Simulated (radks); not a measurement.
Effect of the nuclear size on the chlorine ion Cl2+, [Ne] 3s2 3p3. All-electron calculation, Dirac Kohn-Sham, relativistic LDA (MacDonald-Vosko exchange, VWN5 correlation), spin-unpolarised, spherical densities, finite nucleus; open shells are shared between the two j in proportion to 2j + 1; Fermi nuclear charge, rms radius 3.3654 fm. Program: a radial shooting solver on a logarithmic mesh with Libxc functionals. The rms radius is varied about that value; shifts are against it.

| rms radius (fm) | total energy shift (eV) | density at nucleus (e/bohr^3) | 1s1/2 shift (meV) | 2s1/2 shift (meV) |
|---|---|---|---|---|
| 2.8505 | -0.00393 | 3571 | -1.65 | -0.119 |
| 3.1668 | -0.00159 | 3564 | -0.667 | -0.048 |
| 3.3654 | 0 | 3560 | 0.000 | 0.000 |
| 3.5168 | 0.00128 | 3557 | 0.535 | 0.039 |
| 3.9577 | 0.00531 | 3549 | 2.23 | 0.161 |

Slopes of the eigenvalues against <r^2> in GHz/fm^2, as finite differences over the two radii next to the reference (eigenvalue slopes, not the field-shift constants of lines): 1s1/2 124, 2s1/2 9.00.
